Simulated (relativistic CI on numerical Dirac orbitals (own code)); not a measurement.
# Mo⁴⁺: L-alpha,beta X-ray emission

Computed with this model: Dirac-Coulomb-Breit CI, orbitals from a KLI potential per configuration, model QED, multiplet model of X-ray emission after core ionisation, unscaled Slater integrals; configurations [Kr] 4d2 → [He] 2s2 2p5 3s2 3p6 3d10 4s2 4p6 4d2 → [Ar] 3d9 4s2 4p6 4d2; 80 K; Lorentzian 1.4 eV and Gaussian 0.6 eV FWHM. Energies are those of the free ion, without screening or charge transfer. S is read from ⟨S²⟩ = S(S + 1).

free ion: ground-state S = 0.99, centroid 2329.52 eV. Peaks (eV, height): 2295.2 (100), 2397.2 (47).

Strongest unbroadened transitions for free ion:

```tsv
Energy (eV)	Relative strength
2294.81	19.8
2294.82	26.7
2295.09	13.4
2295.14	100.0
2295.28	13.2
2295.29	18.4
2295.39	17.1
2295.44	16.4
2295.47	23.3
2295.49	21.6
2295.53	12.2
2295.62	21.4
2396.30	9.4
2396.58	22.3
2397.13	68.7
2397.27	11.9
2397.92	16.3
2398.28	10.5
```
